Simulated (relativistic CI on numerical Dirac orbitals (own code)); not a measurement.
## Co+: 3p photoemission

Computed with this model: Dirac-Coulomb-Breit CI, KLI orbitals optimised for each configuration, model QED (radiative potential, 1s self-energy scaled to tabulated hydrogen-like ionisation energies), multiplet model of photoemission in the sudden approximation, unscaled Slater integrals; configurations [Ar] 3d8 → [Ne] 3s2 3p5 3d8; 300 K; Lorentzian 0.8 eV and Gaussian 0.6 eV FWHM. Energies are those of the free ion, without screening or charge transfer. The energies are binding energies and can lie tens of eV above those of solids. S is read from ⟨S²⟩ = S(S + 1).

Field parameters in Wybourne normalisation: D3d B²₀ = −7Dσ, B⁴₀ = −14Dq − 21Dτ, B⁴₃ = −14√(10/7) Dq; D4h B²₀ = −7Ds, B⁴₀ = 21(Dq − Dt), B⁴₄ = 21√(5/14) Dq; Oh B⁴₀ = 21Dq, B⁴₄ = √(5/14) B⁴₀. The field is a parameter set, without covalency.

free ion: ground-state S = 1.00, centroid 79.52 eV. Peaks (eV, height): 72.2 (100), 74.6 (29), 78.2 (82), 82.1 (61), 85.9 (16), 89.5 (23), 91.7 (43).

D3d, 10Dq = 9100, Dσ = 420, Dτ = 30 cm⁻¹: ground-state S = 1.00, centroid 79.53 eV. Peaks (eV, height): 73.0 (100), 75.3 (37), 79.7 (77), 83.4 (26), 87.2 (25), 90.7 (27), 92.7 (26).

Oh, 10Dq = 13400 cm⁻¹: ground-state S = 1.00, centroid 79.53 eV. Peaks (eV, height): 73.3 (100), 80.2 (65), 84.2 (17), 87.8 (28), 91.3 (24), 93.3 (18).

D3d, 10Dq = 13650, Dσ = 1080, Dτ = 260 cm⁻¹: ground-state S = 1.00, centroid 79.53 eV. Peaks (eV, height): 73.3 (100), 80.3 (62), 84.4 (15), 88.0 (28), 91.5 (23), 93.5 (16).

D4h, 10Dq = 11350, Ds = 1930, Dt = 1060 cm⁻¹: ground-state S = 1.00, centroid 79.53 eV. Peaks (eV, height): 72.6 (100), 74.9 (34), 78.9 (82), 82.8 (41), 86.5 (22), 90.2 (23), 92.1 (35).

Oh, 10Dq = 11700 cm⁻¹: ground-state S = 1.00, centroid 79.53 eV. Peaks (eV, height): 73.2 (100), 75.4 (36), 80.0 (70), 83.9 (20), 87.6 (27), 91.1 (25), 93.1 (21).

Strongest unbroadened transitions for Oh, 10Dq = 13400 cm⁻¹:

| Energy (eV) | Relative strength |
| --- | --- |
| 73.11 | 49.4 |
| 73.13 | 100.0 |
| 73.84 | 86.6 |
| 74.34 | 36.9 |
| 75.19 | 14.3 |
| 75.74 | 14.9 |
| 75.93 | 15.4 |
| 79.68 | 26.6 |
| 79.77 | 28.6 |
| 79.91 | 12.9 |
| 80.36 | 28.3 |
| 80.49 | 19.4 |
| 80.66 | 19.2 |
| 87.14 | 23.0 |
| 87.90 | 39.3 |
| 90.95 | 10.9 |
| 91.37 | 20.7 |
| 93.27 | 25.4 |
